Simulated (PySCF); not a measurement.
**Electron correlation in Mo⁶⁺ (molybdenum, charge +6)**

Starting occupation: [Kr]. Calculation: PySCF 2.14, in x2c-TZVPPall-2c with one added diffuse shell each of s, p, d, f type (9s10p8d3f1g, 109 functions); X2C-1e with screened-nucleus spin-orbit coupling, Gaussian nucleus. Frozen: [Ne]; 26 electrons correlated.

MP2 pair energies summed by pair of shells (mhartree):

| pair | energy | share (%) |
| --- | --- | --- |
| 4p3/2-4p3/2 | -71.29 | 13.2 |
| 4p1/2-4p3/2 | -67.50 | 12.5 |
| 3d3/2-3d5/2 | -65.09 | 12.1 |
| 3d5/2-3d5/2 | -42.33 | 7.8 |
| 3d5/2-3p3/2 | -35.30 | 6.5 |
| 4p3/2-4s1/2 | -25.12 | 4.7 |
| 3d3/2-3p3/2 | -24.17 | 4.5 |
| 4p1/2-4p1/2 | -18.23 | 3.4 |
| 3d5/2-3p1/2 | -18.13 | 3.4 |
| 3d3/2-3d3/2 | -17.44 | 3.2 |
| 3d5/2-4p3/2 | -17.28 | 3.2 |
| 4p1/2-4s1/2 | -12.49 | 2.3 |
| 3d3/2-3p1/2 | -11.51 | 2.1 |
| 3d5/2-3s1/2 | -11.19 | 2.1 |
| 3d3/2-4p3/2 | -11.12 | 2.1 |
| 3p1/2-3p3/2 | -9.52 | 1.8 |
| 3d5/2-4p1/2 | -8.71 | 1.6 |
| 3p3/2-3p3/2 | -8.57 | 1.6 |
| 4s1/2-4s1/2 | -7.77 | 1.4 |
| 3d3/2-3s1/2 | -7.50 | 1.4 |
| 3p3/2-4p3/2 | -6.57 | 1.2 |
| 3d3/2-4p1/2 | -5.99 | 1.1 |
| 3d5/2-4s1/2 | -5.86 | 1.1 |
| 3p3/2-3s1/2 | -5.26 | 1.0 |
| 3d3/2-4s1/2 | -3.83 | 0.7 |
| 3p3/2-4p1/2 | -3.81 | 0.7 |
| 3p1/2-4p3/2 | -3.35 | 0.6 |
| 3p1/2-3s1/2 | -2.68 | 0.5 |
| 3p3/2-4s1/2 | -2.58 | 0.5 |
| 3s1/2-4p3/2 | -2.06 | 0.4 |

Total MP2 correlation energy: -539.88 mhartree.

The virtual space was cut to 106 spinors, which keep -537.60 of the -539.88 mhartree of MP2 correlation.

| level | correlation energy (mhartree) |
| --- | --- |
| CCSD | -525.94 |

Diagnostics: T1 = 0.00092, largest double amplitude 0.044.

Cost of the coupled-cluster step: 330 s of wall time on 4 threads of Neoverse-V2 (shared host), for 26 occupied and 106 virtual spinors.

Iterations:

```
Init t2, MP2 energy = -0.537604336907525
CCSD nocc = 26, nmo = 132
Init t2, MP2 energy = -0.537604336907525
Init E_corr(GCCSD) = -0.537604336907525
cycle = 1  E_corr(GCCSD) = -0.519629457679674  dE = 0.0179748792  norm(t1,t2) = 0.0213909
cycle = 2  E_corr(GCCSD) = -0.525973140013656  dE = -0.00634368233  norm(t1,t2) = 0.00418392
cycle = 3  E_corr(GCCSD) = -0.525747399406362  dE = 0.000225740607  norm(t1,t2) = 0.000976415
cycle = 4  E_corr(GCCSD) = -0.525947563292757  dE = -0.000200163886  norm(t1,t2) = 0.000201128
cycle = 5  E_corr(GCCSD) = -0.525943293142626  dE = 4.27015013e-06  norm(t1,t2) = 2.0741e-05
cycle = 6  E_corr(GCCSD) = -0.525941213381937  dE = 2.07976069e-06  norm(t1,t2) = 1.65819e-06
cycle = 7  E_corr(GCCSD) = -0.52594133183193  dE = -1.18449993e-07  norm(t1,t2) = 2.31007e-07
cycle = 8  E_corr(GCCSD) = -0.525941333450833  dE = -1.61890334e-09  norm(t1,t2) = 3.28544e-08
GCCSD converged
E(GCCSD) = -4039.318504291908  E_corr = -0.5259413334508335
```

This basis was not built for core-valence correlation, so the inner-shell part is incomplete.
